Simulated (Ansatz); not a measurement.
Ansatz (a quantum-chemistry and plane-wave program) input:

Ansatz 0.2 input:
```yaml
crystal:
  periodic: [false, false, false]
  atoms:
    - {symbol: F, position_ang: [-1.32776254, -1.43068760, 0.56671385]}
    - {symbol: C, position_ang: [-1.27637960, -0.10972137, 0.38968216]}
    - {symbol: F, position_ang: [-2.40437371, 0.28945426, -0.19938813]}
    - {symbol: F, position_ang: [-1.17918079, 0.48423149, 1.58002091]}
    - {symbol: C, position_ang: [-0.07230042, 0.27710492, -0.51815730]}
    - {symbol: F, position_ang: [-0.23972818, -0.32721610, -1.70964642]}
    - {symbol: F, position_ang: [-0.09548239, 1.61197352, -0.69271593]}
    - {symbol: C, position_ang: [1.33415294, -0.11170581, 0.02436358]}
    - {symbol: F, position_ang: [2.25694302, 0.27560155, -0.85720729]}
    - {symbol: F, position_ang: [1.42640847, -1.43177798, 0.19179218]}
    - {symbol: F, position_ang: [1.57286083, 0.49130237, 1.18983854]}
basis:
  gaussian:
    orbitals: aug-cc-pVTZ
hamiltonian:
  xc: hf
total_charge: 1
magnetization: {spin_polarized: true, initial_magnetization: 1}
```

Q: What final total energy does it print?

A: -908.95491 Eh (HF/aug-cc-pVTZ). The basis has 506 functions.

This state (charge 1, doublet) is run at the relaxed geometry of the species with charge 0 and multiplicity 1.
